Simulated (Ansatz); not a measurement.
One change: `O[CH]([AlH2])[SiH3]` becomes `OC([SiH3])Cl`.

Ansatz, PBE0-D4/def2-TZVP geometries, multiplicity 1. Each molecule was computed in one conformer, which needn't be the lowest.

```json
{"property": "size of the dipole moment (ωB97M-V/def2-TZVPP) / D", "`O[CH]([AlH2])[SiH3]`": "1.56"}
{"property": "LUMO energy (ωB97M-V/def2-TZVPP) / eV", "`O[CH]([AlH2])[SiH3]`": "-0.11"}
{"property": "HOMO energy (PBE0/def2-TZVPP) / eV", "`O[CH]([AlH2])[SiH3]`": "-7.57"}
{"property": "size of the dipole moment (B3LYP/def2-TZVPP) / D", "`O[CH]([AlH2])[SiH3]`": "1.54"}
{"property": "HOMO–LUMO gap (ωB97M-V/def2-TZVPP) / eV", "`O[CH]([AlH2])[SiH3]`": "9.67"}
{"property": "HOMO–LUMO gap (B3LYP/def2-TZVPP) / eV", "`O[CH]([AlH2])[SiH3]`": "5.45"}
```

**Question.** What does the change do to each property? (Estimate.)

**Answer.** Computed: 
```json
{"property": "size of the dipole moment (ωB97M-V/def2-TZVPP) / D", "`OC([SiH3])Cl`": "1.76", "shift": "0.20"}
{"property": "LUMO energy (ωB97M-V/def2-TZVPP) / eV", "`OC([SiH3])Cl`": "1.76", "shift": "1.87"}
{"property": "HOMO energy (PBE0/def2-TZVPP) / eV", "`OC([SiH3])Cl`": "-8.13", "shift": "-0.56"}
{"property": "size of the dipole moment (B3LYP/def2-TZVPP) / D", "`OC([SiH3])Cl`": "1.76", "shift": "0.22"}
{"property": "HOMO–LUMO gap (ωB97M-V/def2-TZVPP) / eV", "`OC([SiH3])Cl`": "12.15", "shift": "2.48"}
{"property": "HOMO–LUMO gap (B3LYP/def2-TZVPP) / eV", "`OC([SiH3])Cl`": "7.68", "shift": "2.23"}
```

With PBE0 the HOMO falls by 0.56 eV and the LUMO rises by 1.75 eV, so the gap widens by about 2.31 eV. PBE moves the HOMO by -0.54 eV and ωB97M-V by -0.62 eV. The zero-point energy changes by -28.1 kJ/mol with -6 modes. Dipoles are sizes alone; their direction can turn.

B3LYP here is the variant with VWN-RPA as its local correlation; programs differ in this.
